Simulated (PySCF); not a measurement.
Species: C₇H₁₀F₃P.
SMILES with atom numbers: `[CH3:1][C:2]1=[C:3]([C:4]([F:5])([F:6])[F:7])[CH2:8][P:9]([CH3:10])[CH2:11]1`

Structure used (GFN2-xTB), in Å, numbered top down from 1:
```xyz
21
C7H10F3P angstrom
C     -1.6646   -1.3038    0.8751
C     -0.7158   -0.5660   -0.0041
C     -0.4851    0.7466   -0.0124
C     -1.1649    1.7143    0.9027
F     -0.8805    1.4885    2.2048
F     -2.5105    1.6724    0.8148
F     -0.8164    2.9865    0.6642
C      0.4944    1.2722   -1.0201
P      1.4179   -0.2236   -1.6628
C      2.5648   -0.4215   -0.2226
C      0.0528   -1.3395   -1.0341
H     -2.4979   -1.6762    0.2790
H     -2.0613   -0.6765    1.6675
H     -1.1661   -2.1627    1.3219
H     -0.0324    1.7667   -1.8422
H      1.1865    2.0002   -0.5910
H      3.3379    0.3421   -0.2846
H      3.0429   -1.3975   -0.2831
H      2.0345   -0.3302    0.7241
H      0.4638   -2.2687   -0.6343
H     -0.6089   -1.6066   -1.8636
```

NICS is the negative of the GIAO shielding at a point without a nucleus: at the ring centre (0) and 1 Å above and below it (1); zz is the component along the ring normal. Level: GIAO PBE0/pcSseg-1 (PySCF, non-relativistic, gas phase) on the GFN2-xTB geometry, one conformer.

Ring bond lengths (Å), with Mayer bond orders in brackets: C2–C3 1.333 (1.72), C3–C8 1.500 (1.04), C8–P9 1.872 (0.96), P9–C11 1.872 (0.96), C11–C2 1.500 (1.03).

**Question.** Give the NICS values of each ring in ppm.

**Answer.** 
```json
{"ring": "C2–C3–C8–P9–C11", "type": "5-membered ring with P; formal bonds 1 double, 4 single", "NICS(0)": "-3.5", "NICS(1), two faces": "-4.0 / -3.1", "NICS(1)zz, two faces": "-3.3 / -2.4", "rms pucker (Å)": "0.11", "centre to ring atoms, mean (Å)": "1.36"}
```

**Question.** What do they say, and how far can they be read as aromaticity?

**Answer.** 
- C2–C3–C8–P9–C11: mean NICS(1)zz -2.9 ppm, near zero. C8, C11 have four or more neighbours; no verdict on aromaticity is drawn.

**Question.** List the ring angles and the Hirshfeld charges of the ring atoms.

**Answer.** 
- C2–C3–C8–P9–C11: C2 114.5° (+0.023 e), C3 117.5° (-0.050 e), C8 105.8° (-0.125 e), P9 90.1° (+0.153 e), C11 107.3° (-0.115 e); sum 535.2° against 540° for a flat convex ring.

**Question.** What are the shieldings of the ring atoms and their hydrogens in the same run (means over atoms taken as equivalent)?

**Answer.** 
```
   atoms                      environment  σ isotropic (ppm)  principal values of the symmetric part, first atom (ppm)
      C2  fully substituted alkene carbon               30.7                                        -75.5, 27.8, 139.9
      C3  fully substituted alkene carbon               52.9                                        -38.7, 81.5, 116.0
      C8   sp3 carbon bound to phosphorus              148.2                                       124.1, 150.9, 169.6
      P9             phosphine phosphorus              363.0                                       295.3, 368.3, 425.6
     C11   sp3 carbon bound to phosphorus              141.5                                       114.1, 141.2, 169.2
H15 (×2)               methylene hydrogen              29.04                                          23.4, 27.7, 35.1
H20 (×2)               methylene hydrogen              29.31                                          25.6, 28.7, 35.0
```

Time: 63 s; peak memory 1.1 GiB. Hardware: Arm Neoverse V1, one thread (shared host). This is the whole shielding run at PBE0/pcSseg-1, SCF included.
